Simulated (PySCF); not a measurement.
Vertical excitations of a molecule F2H5NSi2 from TDA-B3LYP/def2-SVPD run with PySCF, as energy in eV (oscillator strength): 6.65 (0.008), 7.41 (0.024), 7.74 (0.004), 7.77 (0.005), 7.98 (0.004), 8.26 (0.009), 8.45 (0.007), 8.74 (0.134), 8.87 (0.027), 9.02 (0.000). Lowest triplet (TDA): 6.29 eV. The structure is a stationary point at TPSSh-D3(BJ)/def2-SVP. Other conformers were not sampled.

Question: Pick the molecule that these values belong to.
(A) N[SiH2][SiH](F)F
(B) N[Si@@H](F)[SiH2]F
(C) F[SiH](F)N[SiH3]
(D) N[Si](F)(F)[SiH3]

Answer: C, F[SiH](F)N[SiH3]
